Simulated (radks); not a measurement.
Species: the nickel ion Ni+. Configuration: [Ar] 3d7 4s2 (not the ground configuration). Calculated with a radial shooting solver on a logarithmic mesh with Libxc functionals: scalar-relativistic Kohn-Sham, PBE, spin-unpolarised, spherical densities, finite nucleus; Fermi nuclear charge, rms radius 3.7757 fm. Some entries of the table are withheld. Estimate them.

orbital  occ.  eigenvalue (eV)  <1/r> (bohr^-1)
1s          2              (1)            28.09
2s          2        -998.8915            6.070
2p          6              (2)            5.956
3s          2              (3)            1.929
3p          6         -87.3218            1.786
3d          7         -24.0009            1.433
4s          2         -14.9922           0.5411

Answer. 
(1) 1s eigenvalue (eV): -8228.539
(2) 2p eigenvalue (eV): -861.6879
(3) 3s eigenvalue (eV): -127.1748
